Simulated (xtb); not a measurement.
InFClBr, SMILES [F][In]([Br])[Cl]. All values are semi-empirical tight-binding results from xtb (GFN2-xTB unless named), good for trends rather than for accurate numbers. Geometry: GFN2-xTB.

Optimised geometry:

Bond lengths (Å): In1–F2 1.974, In1–Cl3 2.286, In1–Br4 2.469. Angles (°): F2–In1–Cl3 117.6, F2–In1–Br4 112.9, Cl3–In1–Br4 129.6.

For metal compounds this method's bond lengths and energies can be far off.

```json
{
  "point_group_as_xtb_finds_it": "Cs",
  "orbital_gap": "2.62 eV",
  "zero_point_energy": "1.6 kcal/mol",
  "G − E(el) at 298.15 K (modified RRHO)": "-19.9 kcal/mol"
}
```

**Question.** Give the atomic charges and the Wiberg bond orders between heavy atoms. (An estimate is asked for; the answer gives what the named calculation found.)

**Answer.** charges (e) In1 0.33, F2 -0.29, Cl3 -0.02, Br4 -0.02. Bond orders In1–F2 0.94, In1–Cl3 1.08, In1–Br4 1.04.
